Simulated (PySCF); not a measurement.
C11H9NS, SMILES C(=Cc1cccs1)c1cccnc1 (GFN2-xTB optimised geometry):

```
22

C      0.223     0.138     0.000
C     -0.663    -0.873     0.000
C     -2.085    -0.713     0.000
C     -2.855     0.424     0.000
C     -4.236     0.161     0.000
C     -4.520    -1.169     0.000
S     -3.100    -2.131     0.000
C      1.663     0.009     0.000
C      2.350    -1.209     0.000
C      3.732    -1.209     0.000
C      4.399     0.008     0.000
N      3.770     1.172     0.000
C      2.453     1.168     0.000
H     -0.142     1.156     0.000
H     -0.322    -1.899     0.000
H     -2.445     1.418     0.000
H     -4.990     0.928     0.000
H     -5.480    -1.646     0.000
H      1.811    -2.145     0.000
H      4.285    -2.137     0.000
H      5.480     0.059     0.000
H      1.986     2.145     0.000
```

Calculation: PBE0/def2-SVP (PySCF 2.14.0).

Task: What are the frontier orbital energies and the dipole moment?

Result: HOMO-2 -7.47 eV, HOMO-1 -7.23 eV, HOMO -6.00 eV, LUMO -1.86 eV, LUMO+1 -0.57 eV; dipole moment 2.19 D.

Meta-Löwdin charges at PBE0/def2-SVP: C1 -0.11, C2 -0.10, C3 -0.10, C4 -0.14, C5 -0.13, C6 -0.24, S7 0.25, C8 -0.01, C9 -0.08, C10 -0.13, C11 0.01, N12 -0.24, C13 0.01, H14 0.10, H15 0.10, H16 0.12, H17 0.12, H18 0.13, H19 0.11, H20 0.11, H21 0.11, H22 0.10.
